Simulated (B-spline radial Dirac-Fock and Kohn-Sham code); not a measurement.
## Relative photoemission cross sections at Ga Kα (9251.7 eV): 2s, 2p1/2, 2p3/2, Mn to Dy

Method: independent-particle photoionisation in a Dirac-Hartree-Slater potential with a Latter tail, all multipoles, thresholds from Dirac-Fock ΔSCF. Computed with a B-spline atomic structure program. Cross sections are relative to C 1s, computed as 0.05069 kb at this energy; β is from the dipole term. Free atoms in their tabulated ground configurations, whose changes along a row show as steps; without correlation, outer binding energies come out low.

| Z | element | σ 2s | σ 2p1/2 | σ 2p3/2 | β 2p3/2 | binding 2p3/2 (eV) |
| --- | --- | --- | --- | --- | --- | --- |
| 25 | Mn | 21.6 | 4.15 | 7.69 | 0.73 | 653.8 |
| 26 | Fe | 24.6 | 5.16 | 9.54 | 0.77 | 722.4 |
| 27 | Co | 27.9 | 6.36 | 11.7 | 0.81 | 794.1 |
| 28 | Ni | 31.4 | 7.76 | 14.2 | 0.85 | 869.1 |
| 30 | Zn | 39.0 | 11.3 | 20.5 | 0.93 | 1028.5 |
| 31 | Ga | 43.2 | 13.4 | 24.3 | 0.96 | 1125.0 |
| 32 | Ge | 47.5 | 15.8 | 28.6 | 1.00 | 1226.3 |
| 36 | Kr | 67.1 | 29.0 | 51.7 | 1.13 | 1679.3 |
| 38 | Sr | 78.0 | 38.0 | 67.3 | 1.19 | 1949.5 |
| 40 | Zr | 89.5 | 48.9 | 86.0 | 1.24 | 2232.6 |
| 43 | Tc | 108 | 69.2 | 121 | 1.31 | 2690.6 |
| 46 | Pd | 127 | 95.0 | 164 | 1.38 | 3179.5 |
| 48 | Cd | 141 | 116 | 198 | 1.41 | 3546.0 |
| 49 | In | 147 | 127 | 217 | 1.43 | 3739.2 |
| 50 | Sn | 154 | 139 | 237 | 1.44 | 3937.9 |
| 54 | Xe | 181 | 195 | 329 | 1.49 | 4787.1 |
| 56 | Ba | 195 | 228 | 383 | 1.51 | 5256.3 |
| 57 | La | 202 | 245 | 412 | 1.51 | 5496.8 |
| 58 | Ce | 209 | 264 | 443 | 1.52 | 5733.6 |
| 59 | Pr | 215 | 283 | 475 | 1.52 | 5967.1 |
| 60 | Nd | 222 | 303 | 508 | 1.52 | 6213.3 |
| 61 | Pm | 228 | 324 | 543 | 1.51 | 6464.3 |
| 62 | Sm | 235 | 346 | 579 | 1.50 | 6720.1 |
| 63 | Eu | 241 | 369 | 617 | 1.49 | 6980.7 |
| 64 | Gd | 247 | 392 | 656 | 1.48 | 7254.6 |
| 65 | Tb | 252 | 416 | 696 | 1.45 | 7516.7 |
| 66 | Dy | 258 | 440 | 738 | 1.42 | 7792.0 |
